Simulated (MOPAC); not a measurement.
MOPAC input (MNDO):

```
MNDO PRECISE GNORM=0.05 LET XYZ UHF MS=0.5 GEO-OK AUX(PRECISION=9) THREADS=1
H4P

P     0.03250700 1   -0.05666500 1    0.05072500 1
H     0.00392900 1   -0.00963900 1   -1.35582500 1
H     1.39733700 1    0.61532200 1    0.12299900 1
H    -0.65116600 1    1.13786300 1    0.34586100 1
H    -1.23770800 1   -0.89357700 1    0.12608900 1
```

From the output:

```
                                                       MOPAC v23.2.5 Linux

          FINAL HEAT OF FORMATION =         41.44659 KCAL/MOL =     173.41252 KJ/MOL

          COSMO AREA              =         62.96 SQUARE ANGSTROMS
          COSMO VOLUME            =         45.06 CUBIC ANGSTROMS

          GRADIENT NORM           =          0.01336          =       0.00598 PER ATOM
          IONIZATION POTENTIAL    =          7.654666 EV
          ALPHA SOMO LUMO (EV)    =         -7.655  1.526
          BETA  SOMO LUMO (EV)    =        -14.071  0.554
          NO. OF ALPHA ELECTRONS  =          5
          NO. OF BETA  ELECTRONS  =          4
          MOLECULAR WEIGHT        =         35.0054         POINT GROUP:  Td

          MOLECULAR DIMENSIONS (Angstroms)

            Atom       Atom       Distance
            H     5    H     3     2.22118
            H     4    H     2     2.22089
            H     3    H     4     1.57051

          SCF CALCULATIONS        =         19

   ATOM   CHEMICAL          X               Y               Z
  NUMBER   SYMBOL      (ANGSTROMS)     (ANGSTROMS)     (ANGSTROMS)

     1       P         -0.03219596  *   0.05612953  *  -0.05024202  *
     2       H         -0.00321656  *   0.00271298  *  -1.40896279  *
     3       H          1.24016992  *   0.07005909  *   0.43017619  *
     4       H         -0.67851891  *   1.18561041  *   0.34518999  *
     5       H         -0.68735813  *  -1.03369597  *   0.43243670  *

                             CARTESIAN COORDINATES

   1    P       -0.032195960     0.056129526    -0.050242023
   2    H       -0.003216560     0.002712980    -1.408962785
   3    H        1.240169916     0.070059094     0.430176185
   4    H       -0.678518908     1.185610406     0.345189989
   5    H       -0.687358128    -1.033695970     0.432436705

           Empirical Formula: H4 P  =     5 atoms

      MOLECULAR POINT GROUP   :   Td

          ALPHA EIGENVALUES
 -22.38834 -14.52908 -14.52896 -14.52886  -7.65467   1.52629   1.52630   1.52635

           BETA EIGENVALUES
 -21.87630 -14.07138 -14.07135 -14.07126   0.55395   2.96533   2.96575   2.96617

              NET ATOMIC CHARGES AND DIPOLE CONTRIBUTIONS

  ATOM NO.   TYPE          CHARGE      No. of ELECS.   s-Pop       p-Pop
    1          P           0.457655        4.5423     1.70189     2.84046
    2          H          -0.114395        1.1144     1.11440
    3          H          -0.114433        1.1144     1.11443
    4          H          -0.114398        1.1144     1.11440
    5          H          -0.114428        1.1144     1.11443
 DIPOLE           X         Y         Z       TOTAL
 POINT-CHG.    -0.000     0.000    -0.000     0.000
 HYBRID        -0.000     0.000    -0.000     0.000
 SUM           -0.000     0.000    -0.000     0.001

          ATOMIC ORBITAL ELECTRON POPULATIONS

     Atom    s        px        py        pz
    1  P   1.70189   0.94683   0.94682   0.94681
    2  H   1.11440
    3  H   1.11443
    4  H   1.11440
    5  H   1.11443

                    (SZ)    =    0.500000
                    (S**2)  =    0.760090

          ATOMIC ORBITAL SPIN POPULATIONS

    Atom   Total    s     px     py     pz
         Atomic
    1  P  0.1244  0.298 -0.058 -0.058 -0.058
    2  H  0.2188  0.219
    3  H  0.2190  0.219
    4  H  0.2188  0.219
    5  H  0.2190  0.219

 **********************
 *                    *
 * JOB ENDED NORMALLY *
 *                    *
 **********************

 == MOPAC DONE ==
```

The geometry given is a B3LYP-D3(BJ)/def2-TZVP minimum.
